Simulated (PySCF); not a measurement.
Compound: C7H7BO3.
SMILES: `C1=C(c2occc2)C=[O+][BH2-]O1`

Torsions of this conformer, `[BH2-:1]1[O:2][CH:3]=[C:4]([c:5]2[cH:6][cH:7][cH:8][o:9]2)[CH:10]=[O+:11]1`: C3–C4–C5–C6 8°.

The closed-shell ground state was solved at several levels (PySCF, density fitting, gas phase, non-relativistic). One conformer (not necessarily the lowest) at the PBE0-D3(BJ)/def2-SVP geometry, without solvent, vibrations or thermal averaging.

| level | basis functions | HOMO (eV) | LUMO (eV) | gap (eV) | dipole (D) |
| --- | --- | --- | --- | --- | --- |
| PBE0/pcSseg-1 | 222 | -6.19 | -2.57 | 3.62 | 4.58 |
| CAM-B3LYP/def2-SVPD | 285 | -7.36 | -1.51 | 5.85 | 4.64 |

**Question.** What might B3LYP/pcJ-1 (367 basis functions) give for the same quantities?

**Answer.** HOMO -6.00 eV, LUMO -2.76 eV, gap 3.24 eV, dipole 4.68 D.

**Question.** Over all these levels, which gives the widest orbital gap and which the narrowest?

**Answer.** CAM-B3LYP/def2-SVPD (range-separated hybrid) has the widest, 5.85 eV, and B3LYP/pcJ-1 (global hybrid, 20 % exact exchange) the narrowest, 3.24 eV. Functional and basis both differ between the two, so the spread mixes both effects.

**Question.** How far do the dipole and the HOMO energy spread over the levels?

**Answer.** The dipole runs from 4.58 to 4.68 D (mean 4.64 D) and the HOMO from -7.36 to -6.00 eV.
